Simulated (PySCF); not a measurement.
Start geometry of `C[BH2-][SbH3+]` from GFN2-xTB (Å):
```
atom  x, y, z in Å
C1    -1.554    0.309    0.342
B2    -0.654   -0.422   -0.746
Sb3    1.563   -0.097    0.025
H4    -2.589    0.235    0.055
H5    -1.379    1.399    0.393
H6    -1.485   -0.073    1.342
H7    -0.579    0.081   -1.818
H8    -0.699   -1.596   -0.757
H9     2.130   -0.578    1.568
H10    2.986   -0.690   -0.674
H11    2.299    1.407    0.254
```

Question: What comes out of this run: PBE0-D3(BJ)/def2-SVP geometry optimisation, gas phase, def2 core potentials past Kr (PySCF)?

Answer: 
```
atom  x, y, z in Å
C1    -1.4668    0.4293    0.4172
B2    -0.5142   -0.3302   -0.6199
Sb3    1.7073   -0.1860    0.1384
H4    -2.4974    0.3274    0.0319
H5    -1.2767    1.5108    0.5062
H6    -1.4734   -0.0037    1.4306
H7    -0.3254    0.1838   -1.7132
H8    -0.5683   -1.5521   -0.6541
H9     2.1990   -0.8387    1.6330
H10    2.9051   -0.9417   -0.8017
H11    2.5181    1.3018    0.3181
```

The energy falls by 16.5 kJ/mol over 8 energy and gradient evaluations, the largest force component goes from 0.0218 to 4.1e-04 Eh/bohr, and the atoms move by 0.122 Å rms after alignment. The bond that changes most is B2–H8 (four-coordinate boron to B–H hydrogen), which lengthens by 0.048 Å. Bonds longer at the end by more than 0.005 Å: 7 of 10; shorter: 2. Among the angles that change most is B2–Sb3–H10, from 127.2° to 117.4°. Rotational constants go from 19075, 2657, 2479 to 19293, 2566, 2416 MHz. The orientation of the end geometry is arbitrary; only internal coordinates are fixed.

The run used 94 basis functions and 48 SCF cycles in all.

PBE0-D3(BJ)/def2-SVP frequencies: not computed here.
